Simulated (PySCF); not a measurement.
C₄H₄N, SMILES [nH]1[c]ccc1, multiplicity 2. Atoms are numbered in the order given.

```xyz
9

C      1.2036    -0.0540     0.0000
C      0.4238    -1.1828     0.0000
C     -0.9273    -0.6908     0.0000
C     -0.8881     0.6896     0.0000
N      0.4436     1.0712     0.0000
H      0.7495    -2.2197     0.0000
H     -1.8285    -1.3023     0.0000
H     -1.6858     1.4291     0.0000
H      0.7885     2.0219     0.0000
```
Charge 0, spin multiplicity 2.

Geometry: B3LYP-D3(BJ)/def2-SVP. The isomer is the one that the SMILES or the coordinates give; other isomers of the formula were not compared.

Computed with B3LYP/pcH-1 run with PySCF.

Unrestricted Kohn–Sham, ⟨S²⟩ = 0.758. Hyperfine tensors hold the contact and dipolar terms, without spin-orbit corrections.

Computed hyperfine couplings:
```csv
nucleus,A(iso) (MHz),A(iso) (G),dipolar principal values (MHz)
13C no. 1,554.5,197.9,"-77.9, -56.0, 133.9"
13C no. 2,44.6,15.9,"-18.5, -3.2, 21.7"
13C no. 3,51.4,18.3,"-4.5, -2.9, 7.4"
13C no. 4,35.6,12.7,"-10.2, -0.4, 10.6"
14N no. 5,18.4,6.6,"-3.8, -1.5, 5.4"
1H no. 6,15.3,5.5,"-6.9, -5.0, 12.0"
1H no. 7,16.6,5.9,"-3.1, -2.0, 5.1"
1H no. 8,13.7,4.9,"-3.3, -0.3, 3.5"
1H no. 9,16.4,5.9,"-7.8, -6.8, 14.6"
```

**Question.** And the g tensor (effective nuclear charges for spin-orbit coupling, GIAO)? (An estimate is asked for; the answer gives what the named calculation found.)

**Answer.** principal values 2.0014, 2.0021, 2.0027; isotropic 2.0021.
